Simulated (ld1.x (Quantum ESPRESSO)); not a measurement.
**Cutoff test, beryllium, RRKJ**

beryllium (Be), norm-conserving RRKJ (Kleinman–Bylander form), made with ld1.x (Quantum ESPRESSO) 7.5 (Wu–Cohen, scalar-relativistic). Core [He], reference 2s2 2p0. Waves: 2p (bound, empty): rc 4.20 bohr; 3d channel at 0.1 Ry: rc 3.55 bohr; 2s (bound): rc 1.55 bohr. Local part: the s channel. Core correction: none.

The pseudo-atom Hamiltonian at the reference potential is diagonalised in spherical Bessel functions j_l(qr) that vanish at 20 bohr, with q² up to the cutoff. All-electron valence levels (Ry): 2p -0.1436, 2s -0.4078.

Task: How do the lowest levels (Ry) of each channel move with the cutoff, and are there ghosts?

Result:

| cutoff (Ry) | p #1 | d #1 | d #2 | s #1 | s #2 | f #1 | Σ f·Δε (mRy) |
| --- | --- | --- | --- | --- | --- | --- | --- |
| 8 | -0.1436 | 0.0657 | 0.1566 | -0.3991 | 0.0051 | 0.1138 | 17.3 |
| 12 | -0.1436 | 0.0657 | 0.1566 | -0.4060 | 0.0045 | 0.1138 | 3.6 |
| 18 | -0.1436 | 0.0657 | 0.1566 | -0.4071 | 0.0044 | 0.1138 | 1.3 |
| 21 | -0.1436 | 0.0657 | 0.1566 | -0.4071 | 0.0044 | 0.1138 | 1.3 |
| 30 | -0.1436 | 0.0657 | 0.1566 | -0.4074 | 0.0043 | 0.1138 | 0.7 |
| 40 | -0.1436 | 0.0657 | 0.1566 | -0.4077 | 0.0043 | 0.1138 | 0.1 |
| 400 | -0.1436 | 0.0657 | 0.1566 | -0.4078 | 0.0043 | 0.1138 | 0.0 |

Result: no extra level below or beside the all-electron valence levels (p, d, s, f tested); 10 mRy is reached at 10 Ry and 1 mRy at 30 Ry.
